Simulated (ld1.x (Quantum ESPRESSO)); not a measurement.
**Configuration tests for Co (Z = 27) (RRKJ)**

Co (Z = 27), norm-conserving RRKJ (Kleinman–Bylander form), made with ld1.x (Quantum ESPRESSO) 7.5 (PBE, scalar-relativistic). Core [Ne] 3s2, reference 3p6 3d7 4s2 4p0. Waves: 3p (bound): rc 0.95 bohr; 3d (bound): rc 1.20 bohr; 4f channel at -0.05 Ry: rc 1.70 bohr; 4s (bound): rc 1.95 bohr. Local part: the s channel. Core correction: a·sin(br)/r model core, default radius (core density twice the valence density).

Energies are relative to the spin-unpolarised reference configuration 3p6 3d7 4s2 4p0; without spin polarisation the order of configurations can differ from experiment.

(1) Give the all-electron excitation energy and the error of the potential for: 3p6 3d7 4s1 4p0; 3p6 3d7 4s0 4p0; 3p6 3d6 4s0 4p0; 3p6 3d7 4s0 4p2; 3p6 3d6 4s2 4p1; 3p5 3d7 4s2 4p0; 3p6 3d7 4s1.5 4p0.

Levels in the configuration 3p5 3d7 4s2 4p0:

```tsv
level	all-electron (eV)	pseudo (eV)
3p	-82.065	-83.156
3d	-23.594	-24.397
4s	-14.635	-14.557
```

## Answers

(1)

```tsv
valence configuration	charge	ΔE all-electron (eV)	error AE − PS (meV)
3p6 3d7 4s1 4p0	+1	9.030	-6.8
3p6 3d7 4s0 4p0	+2	25.816	-43
3p6 3d6 4s0 4p0	+3	61.686	-238
3p6 3d7 4s0 4p2	0	8.979	-1571
3p6 3d6 4s2 4p1	0	9.660	-1188
3p5 3d7 4s2 4p0	+1	73.523	-535
3p6 3d7 4s1.5 4p0	+0.5	3.602	-1.4
```

These tests converged, but a pseudo level misses the all-electron one widely, so the file describes the atom poorly there or has found another state: 3p6 3d6 4s0 4p0: empty 4p by 3.0 eV (a node warning on the way).
